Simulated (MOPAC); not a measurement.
A run for MOPAC: PM3 on C2H5FO2 (a complex), monomers drawn apart or pushed together.

```
PM3 1SCF PRECISE CHARGE=0 THREADS=1
C2H5FO2

C      0.21351775 1    -0.16382201 1     0.47183912 1
F      0.64902935 1    -1.24725251 1     1.26612368 1
H     -0.54645090 1    -0.54101360 1    -0.21009106 1
H     -0.19081087 1     0.59437511 1     1.13834234 1
H      1.07625775 1     0.20849371 1    -0.07768059 1
O     -0.56626816 1     1.01867496 1     3.76535828 1
C     -0.22987153 1     0.19082728 1     4.57041053 1
O      0.33496217 1    -0.98238407 1     4.29261708 1
H     -0.35001922 1     0.30407137 1     5.65583672 1
H      0.43606857 1    -1.07079915 1     3.32116975 1
```

It printed:

```
*******************************************************************************
 **                                                                           **
 **                              MOPAC v23.2.5                                **
 **                                                                           **
 *******************************************************************************
 ** MOPAC's Digital Object Identifier: https://doi.org/10.5281/zenodo.6511958 **
 **                                                                           **
 ** Please cite the open-source release paper for use of this MOPAC version:  **
 ** J. E. Moussa and J. J. P. Stewart (2026)                                  **
 ** MOPAC: An open-source semiempirical molecular orbital program             **
 ** J. Open Source Softw., 11(119), 8025, https://doi.org/10.21105/joss.08025 **
 *******************************************************************************

                              PM3 CALCULATION RESULTS

 *******************************************************************************
 *  PM3        - The PM3 Hamiltonian to be used
 *
 *
 *
 *                 CHARGE ON SYSTEM = 0
 *
 *
 *
 *  PRECISE    - TIGHTER CRITERIA TO BE USED
 *  1SCF       - DO 1 SCF AND THEN STOP
 *  THREADS=1  - MULTI-THREADING NOT USED
 *  T=         - A TIME OF 172800.0 SECONDS REQUESTED
 *  DUMP=N     - RESTART FILE WRITTEN EVERY 7200.0 SECONDS REQUESTED
 *******************************************************************************
PM3 1SCF PRECISE CHARGE=0 THREADS=1
 C2H5FO2

   ATOM   CHEMICAL          X               Y               Z
  NUMBER   SYMBOL      (ANGSTROMS)     (ANGSTROMS)     (ANGSTROMS)

     1       C          0.21351775  *  -0.16382201  *   0.47183912  *
     2       F          0.64902935  *  -1.24725251  *   1.26612368  *
     3       H         -0.54645090  *  -0.54101360  *  -0.21009106  *
     4       H         -0.19081087  *   0.59437511  *   1.13834234  *
     5       H          1.07625775  *   0.20849371  *  -0.07768059  *
     6       O         -0.56626816  *   1.01867496  *   3.76535828  *
     7       C         -0.22987153  *   0.19082728  *   4.57041053  *
     8       O          0.33496217  *  -0.98238407  *   4.29261708  *
     9       H         -0.35001922  *   0.30407137  *   5.65583672  *
    10       H          0.43606857  *  -1.07079915  *   3.32116975  *



          CARTESIAN COORDINATES

    NO.       ATOM           X           Y           Z

     1         C          0.2135     -0.1638      0.4718
     2         F          0.6490     -1.2473      1.2661
     3         H         -0.5465     -0.5410     -0.2101
     4         H         -0.1908      0.5944      1.1383
     5         H          1.0763      0.2085     -0.0777
     6         O         -0.5663      1.0187      3.7654
     7         C         -0.2299      0.1908      4.5704
     8         O          0.3350     -0.9824      4.2926
     9         H         -0.3500      0.3041      5.6558
    10         H          0.4361     -1.0708      3.3212

  H: (PM3): J. J. P. STEWART, J. COMP. CHEM. 10, 209 (1989).
  C: (PM3): J. J. P. STEWART, J. COMP. CHEM. 10, 209 (1989).
  O: (PM3): J. J. P. STEWART, J. COMP. CHEM. 10, 209 (1989).
  F: (PM3): J. J. P. STEWART, J. COMP. CHEM. 10, 209 (1989).

           Empirical Formula: C2 H5 O2 F  =    10 atoms



      MOLECULAR POINT GROUP   :   Cs


      RHF CALCULATION, NO. OF DOUBLY OCCUPIED LEVELS = 16


 -------------------------------------------------------------------------------
 PM3 1SCF PRECISE CHARGE=0 THREADS=1
 C2H5FO2



     1SCF WAS SPECIFIED, SO BFGS WAS NOT USED
     SCF FIELD WAS ACHIEVED


                              PM3 CALCULATION
                                                       MOPAC v23.2.5 Linux




          FINAL HEAT OF FORMATION =       -145.63653 KCAL/MOL =    -609.34324 KJ/MOL


          COSMO AREA              =        119.03 SQUARE ANGSTROMS
          COSMO VOLUME            =         99.43 CUBIC ANGSTROMS

          IONIZATION POTENTIAL    =         11.403311 EV
          HOMO LUMO ENERGIES (EV) =        -11.403  1.131
          NO. OF FILLED LEVELS    =         16
          MOLECULAR WEIGHT        =         80.0587         POINT GROUP:  Cs

          MOLECULAR DIMENSIONS (Angstroms)

            Atom       Atom       Distance
            H     9    H     3     5.92974
            F     2    O     6     2.29510
            O     8    H     5     1.74846


          SCF CALCULATIONS        =          1





   ATOM   CHEMICAL          X               Y               Z
  NUMBER   SYMBOL      (ANGSTROMS)     (ANGSTROMS)     (ANGSTROMS)

     1       C          0.21351775  *  -0.16382201  *   0.47183912  *
     2       F          0.64902935  *  -1.24725251  *   1.26612368  *
     3       H         -0.54645090  *  -0.54101360  *  -0.21009106  *
     4       H         -0.19081087  *   0.59437511  *   1.13834234  *
     5       H          1.07625775  *   0.20849371  *  -0.07768059  *
     6       O         -0.56626816  *   1.01867496  *   3.76535828  *
     7       C         -0.22987153  *   0.19082728  *   4.57041053  *
     8       O          0.33496217  *  -0.98238407  *   4.29261708  *
     9       H         -0.35001922  *   0.30407137  *   5.65583672  *
    10       H          0.43606857  *  -1.07079915  *   3.32116975  *

                             CARTESIAN COORDINATES

   1    C        0.213517750    -0.163822010     0.471839120
   2    F        0.649029350    -1.247252510     1.266123680
   3    H       -0.546450900    -0.541013600    -0.210091060
   4    H       -0.190810870     0.594375110     1.138342340
   5    H        1.076257750     0.208493710    -0.077680590
   6    O       -0.566268160     1.018674960     3.765358280
   7    C       -0.229871530     0.190827280     4.570410530
   8    O        0.334962170    -0.982384070     4.292617080
   9    H       -0.350019220     0.304071370     5.655836720
  10    H        0.436068570    -1.070799150     3.321169750


           Empirical Formula: C2 H5 O2 F  =    10 atoms



      MOLECULAR POINT GROUP   :   Cs


                  EIGENVALUES
 -39.84587 -36.05096 -31.27922 -23.47669 -20.19510 -18.50481 -18.04020 -17.66602
 -17.59007 -17.20572 -15.87113 -14.29486 -13.27102 -13.23902 -12.30387 -11.40331
   1.13145   2.26481   2.52004   3.64461   3.74988   3.85122   4.00174   4.78897
   7.07088


              NET ATOMIC CHARGES AND DIPOLE CONTRIBUTIONS

  ATOM NO.   TYPE          CHARGE      No. of ELECS.   s-Pop       p-Pop
    1          C           0.046679        3.9533     1.13483     2.81849
    2          F          -0.180242        7.1802     1.81045     5.36980
    3          H           0.040785        0.9592     0.95921
    4          H           0.061183        0.9388     0.93882
    5          H           0.040708        0.9593     0.95929
    6          O          -0.406038        6.4060     1.86181     4.54423
    7          C           0.387979        3.6120     1.17180     2.44022
    8          O          -0.305586        6.3056     1.80425     4.50133
    9          H           0.086052        0.9139     0.91395
   10          H           0.228480        0.7715     0.77152
 DIPOLE           X         Y         Z       TOTAL
 POINT-CHG.     0.052    -0.086     0.143     0.175
 HYBRID        -0.002     0.081    -0.517     0.523
 SUM            0.049    -0.005    -0.373     0.376


          ATOMIC ORBITAL ELECTRON POPULATIONS

     Atom    s        px        py        pz
    1  C   1.13483   0.98652   0.88715   0.94483
    2  F   1.81045   1.93489   1.63941   1.79550
    3  H   0.95921
    4  H   0.93882
    5  H   0.95929
    6  O   1.86181   1.45530   1.47598   1.61295
    7  C   1.17180   0.73054   0.79010   0.91958
    8  O   1.80425   1.75099   1.39524   1.35510
    9  H   0.91395
   10  H   0.77152

 **********************
 *                    *
 * JOB ENDED NORMALLY *
 *                    *
 **********************




 == MOPAC DONE ==
```

The run finished.

Cost: around 0.020 core-seconds (rough).
